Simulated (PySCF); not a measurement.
**Which orbitals make which state**

Species: C2H11NSi2.
Atom-mapped SMILES: `[CH3:1][CH2:2][SiH2:3][SiH2:4][NH2:5]` (hydrogens: H6, H7, H8 on C1; H9, H10 on C2; H11, H12 on Si3; H13, H14 on Si4; H15, H16 on N5)

Geometry (PBE0-D3(BJ)/def2-SVP, Å), atoms numbered from 1 in this order:
```xyz
16
C2H11NSi2 angstrom
C     -1.863    0.617   -0.032
C     -1.387   -0.378    1.021
Si     0.053   -1.465    0.445
Si     1.762   -0.086   -0.392
N      1.778    1.356    0.589
H     -1.066    1.338   -0.274
H     -2.157    0.115   -0.968
H     -2.734    1.194    0.318
H     -1.053    0.157    1.927
H     -2.209   -1.040    1.346
H      0.554   -2.305    1.582
H     -0.394   -2.401   -0.639
H      1.451    0.340   -1.794
H      3.061   -0.844   -0.471
H      1.818    1.251    1.597
H      2.354    2.141    0.300
```

Level of theory: TDDFT CAM-B3LYP/def2-SVPD, vertical, gas phase, core orbitals frozen in the response in PySCF 2.14.0, density-fitted response routines.

Orbital energies (eV): HOMO-3 -10.54, HOMO-2 -9.88, HOMO-1 -9.34, HOMO -8.60, LUMO 0.68, LUMO+1 1.39, LUMO+2 1.66.

Q: Among the lowest singlets, which states do these configurations lead, and at what energies: HOMO→LUMO+2, HOMO-2→LUMO, HOMO→LUMO, HOMO-1→LUMO?

A: 

```json
{"state": "S1", "leading configuration": "HOMO→LUMO", "weight": "0.90", "Δε (eV)": "9.29", "E (eV)": "5.92", "E − Δε (eV)": "-3.37", "f": "0.0056", "other configurations": "–"}
{"state": "S2", "leading configuration": "HOMO-1→LUMO", "weight": "0.80", "Δε (eV)": "10.02", "E (eV)": "6.76", "E − Δε (eV)": "-3.26", "f": "0.034", "other configurations": "–"}
{"state": "S4", "leading configuration": "HOMO→LUMO+2", "weight": "0.75", "Δε (eV)": "10.26", "E (eV)": "7.39", "E − Δε (eV)": "-2.87", "f": "0.018", "other configurations": "H→L+1 (10%)"}
{"state": "S6", "leading configuration": "HOMO-2→LUMO", "weight": "0.75", "Δε (eV)": "10.56", "E (eV)": "7.67", "E − Δε (eV)": "-2.89", "f": "0.027", "other configurations": "–"}
```

E − Δε runs from -3.37 to -2.87 eV. Among themselves, these states come in the order of their orbital differences. Δε is the difference of the two orbital energies.

H and L stand for HOMO and LUMO. The other states: S3 7.06 eV, f 0.020, H→L+1 (48%), H→L+3 (23%); S5 7.46 eV, f 0.111, H→L+3 (48%), H→L+1 (22%); S7 7.78 eV, f 0.012, H-1→L+1 (49%), H-1→L+3 (15%), H→L+5 (10%); S8 7.83 eV, f 0.034, H→L+6 (30%), H→L+4 (16%), H→L+7 (13%); S9 8.01 eV, f 0.0036, H→L+5 (33%), H-1→L+2 (16%), H-1→L+3 (8%); S10 8.06 eV, f 0.108, H→L+7 (28%), H-1→L+3 (21%), H→L+5 (9%).

Q: Pair triplets and singlets of the same leading configuration (75% or more in both) and give the splittings.

A: 

```
configuration  triplet  E(T) (eV)  singlet  E(S) (eV)  E(S) − E(T) (eV)
    HOMO→LUMO       T1       5.52       S1       5.92             +0.40
```

The 4 triplets are Tamm–Dancoff values, the singlets full response.

Summed over the main configurations (up to three a state, each over 8%) of all 10 singlets, the electron leaves HOMO with weight 4.54, HOMO-1 with weight 1.90 and HOMO-2 with weight 0.75.

The vertical ionisation energy (ΔSCF) is 9.35 eV, 1.29 eV above S10.

Time: 2.3 min (grids of density and orbitals included); peak memory 1.1 GiB. Hardware: Arm Neoverse V1, one thread, shared host.

One conformer stands for the species.

Without π bonds the low states are Rydberg-like; a valence basis with one diffuse set may place them up to an eV too high.
